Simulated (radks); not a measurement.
Question: These are the eigenvalues of the occupied orbitals of an atom or ion with whole-number occupations (Ry). Method: scalar-relativistic Kohn-Sham, PBEsol, spin-polarised, spherical densities, finite nucleus; Fermi nuclear charge, rms radius of each element as measured or else 0.836 A^(1/3) + 0.57 fm; computed with a radial shooting solver on a logarithmic mesh with Libxc functionals.

1s up: -455.0963
1s down: -454.6534
2s up: -70.21596
2p up: -62.76901
2p down: -62.14186
3s up: -21.77530
3s down: -21.09272
3p up: -19.53340

Which element is it, and in what charge state? The configuration may be excited. Open shells, if any, are filled with parallel spins first.

Answer: Z = 24, chromium, charge +10: Cr10+ in [He] 2s1 2p6 3s2 3p3. The list shows which subshells hold electrons but not how many an open one holds; the 1s level, -227.55 hartree, gives Z - s = 21.3 by -(Z - s)^2/2, which with screening and relativity narrows Z to a few neighbours, and the depths of the outer levels then fix element, charge and occupations together.
